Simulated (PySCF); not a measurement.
Bonds (- single, = double, # triple, : aromatic): N1-B2 1.632 Å, B2-B3 1.709 Å, B3-O4 1.385 Å, B3-O5 1.372 Å. N1 carries H6, H7, H8; B2 carries H9, H10; O4 carries H11; O5 carries H12. Formal charges: N1 +1, B2 -1.

Geometry: PBE0-D3(BJ)/def2-SVP; GIAO absolute shieldings from PySCF, gas phase, non-relativistic, averaged over equivalent atoms.

At PBE0/pcSseg-1 (120 basis functions, 8 s wall time on 1 thread of an Arm Neoverse V2, shared host):
```
   atoms  σ (ppm)
      N1    227.6
      B3     61.3
      B2    130.5
   O4/O5    198.9
 H11/H12    27.43
H6/H7/H8    28.47
  H9/H10    29.33
```

Question: Predict the values at mPW1PW91/pcSseg-2 on the same geometry.

Answer: 
```json
{"atoms": "N1", "σ at mPW1PW91/pcSseg-2": "228.1", "change": "+0.5"}
{"atoms": "B3", "σ at mPW1PW91/pcSseg-2": "58.1", "change": "-3.2"}
{"atoms": "B2", "σ at mPW1PW91/pcSseg-2": "127.8", "change": "-2.7"}
{"atoms": "O4/O5", "σ at mPW1PW91/pcSseg-2": "196.6", "change": "-2.3"}
{"atoms": "H11/H12", "σ at mPW1PW91/pcSseg-2": "27.57", "change": "+0.14"}
{"atoms": "H6/H7/H8", "σ at mPW1PW91/pcSseg-2": "28.33", "change": "-0.14"}
{"atoms": "H9/H10", "σ at mPW1PW91/pcSseg-2": "29.38", "change": "+0.05"}
```

The largest change is at B3 (boron bonded to B, 2 O). Cost: 278 basis functions, 28 s wall time on 1 thread of an Arm Neoverse V2, shared host.
